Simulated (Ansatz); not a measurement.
Consider the formal exchange of groups at a C–C bond: `CC(C)(C)CS` + `[F][InH][Cl]` → `C[C](C)(C)[In]([F])[Cl]` + CH₃SH.

Program: Ansatz. Geometries: PBE0-D4/def2-TZVP. ΔE: electronic, gas phase. CCSD(T)/CBS is the MP2 limit (def2-TZVPP, def2-QZVPP) plus CCSD(T) − MP2 in def2-TZVPP, frozen cores. This one scheme is used for every species. DFT in def2-TZVPP. B3LYP here is the variant with VWN-RPA as its local correlation; programs differ in this. def2 core potentials past Kr. For In outer-core shells are correlated without core-valence functions, which leaves a few kJ/mol of doubt a bond. Each species was taken in one conformer, which may not be the lowest.

```tsv
level	ΔE (kJ/mol)	difference from CCSD(T)/CBS
PBE-D4	-13.1	-0.4
revPBE-D4	-7.1	5.6
B3LYP-D4	-11.3	1.4
PBE	-17.2	-4.5
r2SCAN	-8.9	3.8
LC-ωPBE	2.1	14.8
CCSD/def2-SVP	6.8	19.5
CCSD(T)/def2-SVP	6.7	19.4
CCSD/def2-TZVPP	-4.2	8.5
CCSD/CBS(def2)	-11.4	1.3
CCSD(T)/CBS	-12.7	0
```

Largest T1 diagnostic among the species: 0.015.

Leaving LDA and LC-ωPBE aside and taking each functional with its dispersion term where it has one, the values, not all of them listed here, spread over 22.4 kJ/mol, from BLYP-D4 to B97M-V. LDA lies +21.9 kJ/mol from PBE without D4. In def2-TZVPP, CCSD(T) changes the Hartree–Fock value by −7.9 kJ/mol (the triples alone add −1.3 kJ/mol) and MP2 by −12.7 kJ/mol. From BLYP to BHLYP (50 % exact exchange), in def2-TZVPP and without D4, ΔE moves by +21.7 kJ/mol.
